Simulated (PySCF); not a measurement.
# Assignment exercise: C₅H₉N₂OPSi

Molfile (atoms numbered from 1):
```
C5H9N2OPSi
     RDKit          3D

 19 19  0  0  0  0  0  0  0  0999 V2000
   -2.7267   -1.4907   -0.3599 C   0  0  0  0  0  0  0  0  0  0  0  0
   -2.1114   -0.1288   -0.1548 C   0  0  0  0  0  0  0  0  0  0  0  0
   -2.7760    0.8878   -0.1158 O   0  0  0  0  0  0  0  0  0  0  0  0
   -0.6590   -0.1382   -0.0089 C   0  0  0  0  0  0  0  0  0  0  0  0
    0.3814   -1.5389   -0.0524 P   0  0  0  0  0  0  0  0  0  0  0  0
    1.7282   -0.4253    0.2017 C   0  0  0  0  0  0  0  0  0  0  0  0
    3.5534   -0.8728    0.3393 Si  0  0  0  0  0  4  0  0  0  0  0  0
    1.3624    0.8340    0.2984 N   0  0  0  0  0  0  0  0  0  0  0  0
    0.0694    0.9957    0.1848 N   0  0  0  0  0  0  0  0  0  0  0  0
   -0.4508    2.3323    0.2738 C   0  0  0  0  0  0  0  0  0  0  0  0
   -2.3140   -1.9511   -1.2556 H   0  0  0  0  0  0  0  0  0  0  0  0
   -3.8048   -1.3941   -0.4599 H   0  0  0  0  0  0  0  0  0  0  0  0
   -2.4920   -2.1325    0.4871 H   0  0  0  0  0  0  0  0  0  0  0  0
    4.3034    0.3622    0.5443 H   0  0  0  0  0  0  0  0  0  0  0  0
    3.9498   -1.5464   -0.9010 H   0  0  0  0  0  0  0  0  0  0  0  0
    3.7112   -1.7940    1.4687 H   0  0  0  0  0  0  0  0  0  0  0  0
   -0.9776    2.5990   -0.6428 H   0  0  0  0  0  0  0  0  0  0  0  0
    0.3962    2.9976    0.4300 H   0  0  0  0  0  0  0  0  0  0  0  0
   -1.1530    2.4134    1.1039 H   0  0  0  0  0  0  0  0  0  0  0  0
  1  2  1  0
  2  3  2  0
  2  4  1  0
  4  5  2  0
  5  6  1  0
  6  7  1  0
  6  8  2  0
  8  9  1  0
  9 10  1  0
  9  4  1  0
  1 11  1  0
  1 12  1  0
  1 13  1  0
  7 14  1  0
  7 15  1  0
  7 16  1  0
 10 17  1  0
 10 18  1  0
 10 19  1  0
M  END
```

[PySCF 2.14.0 with density-fitted response routines: GIAO PBE0/pcSseg-1 shieldings; GFN2-xTB geometry; no relativistic terms; single conformer; no solvent model; rapidly exchanging positions averaged]

Shifts are taken against calculated references (same method and geometry level): TMS for ¹³C (σref 186.93) and ¹H (σref 31.72).

Q: Assign these signals to the numbered atoms. ¹³C{¹H} NMR (computed): δ 196.1 (C), 174.9 (C), 173.9 (C), 45.8 (CH3), 33.3 (CH3).

A: 
```tsv
δ (ppm)	atoms	environment	reason
196.1	C2	ketone carbonyl carbon	the double bond to the heteroatom, with no lone-pair donor beside it, deshields it most
174.9	C6	substituted aromatic carbon next to a ring nitrogen	–
173.9	C4	substituted aromatic carbon next to a ring nitrogen	–
45.8	C10	methyl carbon bonded to N	deshielded by the electronegative neighbour
33.3	C1	methyl carbon α to a carbonyl	the adjacent C=O deshields it moderately
```

C6 and C4 lie closer than the usual error of such a calculation, so a measured spectrum could show them in the other order.

Q: Assign these signals to the numbered atoms. ¹H NMR (300 MHz, computed): δ 4.73 (m, 3H), 4.51 (s, 3H), 2.87 (s, 3H).

A: 
```tsv
δ (ppm)	atoms	environment	reason
4.73	H14/H15/H16	hydrogen on a silicon bonded to C	–
4.51	H17/H18/H19	hydrogen on a methyl carbon bonded to N	its carbon carries N, which withdraws density
2.87	H11/H12/H13	hydrogen on a methyl carbon α to a carbonyl	α to C=O
```

Splittings by ³¹P in the carbon and heteronuclear signals aren't shown, as no couplings were computed. Shifts are as computed. Against solution values, carbons near 30 ppm lie about +3 ppm off and those near 130 ppm about +5 ppm. Of 1211 compounds with measured shifts, 218 miss one by over three times the rms of a fit or turn the order of signals round; such compounds aren't used in these exercises. Multiplicities follow the n + 1 count of equivalent neighbours, as no J values were calculated; m marks all less simple cases, F and P coupling included.
